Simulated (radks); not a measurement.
The nuclear charge of the tin ion Sn2+ is varied continuously with 48 electrons held in [Kr] 4d10 5s2. All-electron calculation, scalar-relativistic Kohn-Sham, PBEsol, spin-polarised, spherical densities, point nucleus. Program: a radial shooting solver on a logarithmic mesh with Libxc functionals. By the Hellmann-Feynman theorem dE/dZ = E(electron-nucleus)/Z, the electronic potential at the nucleus. The scalar-relativistic energy here is not variational (the density holds large components alone), so the two differ by a part that grows with Z.

Z      E (hartree)  E(electron-nucleus)/Z (hartree)  HOMO  e(HOMO) (eV)  <r> HOMO (bohr)
49.5   -6025.19705                         -293.958    5s       -20.356            2.328
49.75  -6099.18456                         -295.994    5s       -23.206            2.265
50     -6173.68582                         -298.032    5s       -26.161            2.208
50.25  -6248.70112                         -300.070    5s       -29.218            2.155
50.5   -6324.23080                         -302.110    5s       -32.375            2.105
50.75  -6400.27524                         -304.151    5s       -35.629            2.059
51     -6476.83482                         -306.193    5s       -38.980            2.015

The central difference of E at Z = 50 is -299.033 hartree, to compare with the third column; the second derivative is -8.22 hartree.
